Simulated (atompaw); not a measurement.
Scattering properties, PAW (atompaw) potential for tantalum (Ta)

atompaw 4.2.0.5 input, output lines left out:

```
Ta 73
GGA-PBE scalarrelativistic loggrid 2001 logderivrange -8 5 326
6 6 5 4 0 0
6 0 1
6 1 0
5 2 3
0 0 0
c
c
c
c
v
v
c
c
c
v
v
c
c
v
c
2
2.75 2.25 2.45 1.55
n
n
y
1.7
n
custom rrkj vanderbiltortho besselshape
bessel
1.20
2.75
1.90
2.75
2.05
2.75
```

The phase is arctan(r·u′/u) with u = r·R(r), unwrapped; energies in Ry, scanned from -8 to 5 Ry. A pole is an energy at which the radial function vanishes at the test radius. The pseudo phase is shifted by a multiple of π to meet the all-electron one at the reference energy, and phase errors are pseudo minus all-electron; the curves can meet again beyond the range given. Levels narrower than the energy grid can be missing from the lists of poles.

Question: For each channel, where are the poles, and over which energies does the pseudopotential scatter like the atom?

Answer:

```json
{"channel": "s", "radius (bohr)": "2.76", "reference energy (Ry)": "-0.85", "poles, all-electron": "-5.90, 1.35", "poles, pseudo": "-5.90, 1.18", "unbroken range about the reference energy with phases within 0.05 rad": "below 2.5", "phase error 1 Ry above the reference energy (rad)": "-0.009"}
{"channel": "p", "radius (bohr)": "2.76", "reference energy (Ry)": "-0.49", "poles, all-electron": "-3.35, 2.89", "poles, pseudo": "-3.35, 2.70", "unbroken range about the reference energy with phases within 0.05 rad": "below 4.7", "phase error 1 Ry above the reference energy (rad)": "-0.013"}
{"channel": "d", "radius (bohr)": "2.76", "reference energy (Ry)": "-0.77", "poles, all-electron": "-0.22", "poles, pseudo": "-0.22", "unbroken range about the reference energy with phases within 0.05 rad": "the whole range", "phase error 1 Ry above the reference energy (rad)": "-0.000"}
```

Phases in the p channel:

```csv
E (Ry),all-electron,pseudo
-8.00,1.431,1.430
-7.52,1.425,1.425
-7.04,1.419,1.418
-6.56,1.412,1.411
-6.08,1.404,1.403
-5.60,1.393,1.392
-5.12,1.380,1.379
-4.64,1.362,1.361
-4.16,1.331,1.329
-3.68,1.200,1.198
-3.20,-1.692,-1.693
-2.72,-1.783,-1.784
-2.24,-1.831,-1.833
-1.76,-1.887,-1.888
-1.28,-1.970,-1.971
-0.80,-2.120,-2.121
-0.32,-2.478,-2.478
0.16,-3.385,-3.393
0.64,-4.148,-4.160
1.12,-4.431,-4.442
1.60,-4.559,-4.571
2.08,-4.633,-4.646
2.56,-4.684,-4.699
3.04,-4.724,-4.742
3.52,-4.759,-4.781
4.00,-4.793,-4.822
4.48,-4.831,-4.871
4.96,-4.877,-4.939
```
